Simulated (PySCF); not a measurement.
Excitations are Tamm–Dancoff values on a coarser integration grid. The basis has no diffuse functions, so Rydberg states are missing or too high.

Cartesian coordinates (Å):
SMILES: C[O][Sn]([Br])([O]C)[O]C
```xyz
17

C      2.6362    -0.4560    -0.6312
O      1.2373    -0.5319    -0.7696
Sn    -0.0048    -0.0795     0.6795
Br     0.7490    -1.1570     2.7653
O     -1.7673    -0.6772     0.0856
C     -2.0163    -2.0127    -0.2907
O     -0.1276     1.8441     0.9995
C     -0.7448     2.6950     0.0568
H      3.0071    -1.0068     0.2519
H      3.0934    -0.9087    -1.5248
H      2.9940     0.5868    -0.5595
H     -3.0673    -2.0841    -0.6106
H     -1.3795    -2.3377    -1.1322
H     -1.8708    -2.7184     0.5470
H     -0.1648     2.7715    -0.8806
H     -0.8045     3.7009     0.5004
H     -1.7693     2.3716    -0.1969
```
Charge 0, spin multiplicity 1.

**Question.** Estimate the S1 oscillator strength, dipole moment, HOMO–LUMO gap, brightest of the four lowest singlets (TDA), T1 excitation (TDA), S1 excitation (TDA), S1–T1 gap (TDA) and LUMO that TPSSh-D3(BJ)/def2-TZVP // CAM-B3LYP-D3(BJ)/def2-SVP (PySCF) returns for this input.

**Answer.** 
- S1 oscillator strength = 0.008
- dipole moment = 1.35 D
- HOMO–LUMO gap = 4.73 eV
- brightest of the four lowest singlets (TDA) = 5.03 eV
- T1 excitation (TDA) = 3.87 eV
- S1 excitation (TDA) = 4.24 eV
- S1–T1 gap (TDA) = 0.37 eV
- LUMO = -2.55 eV
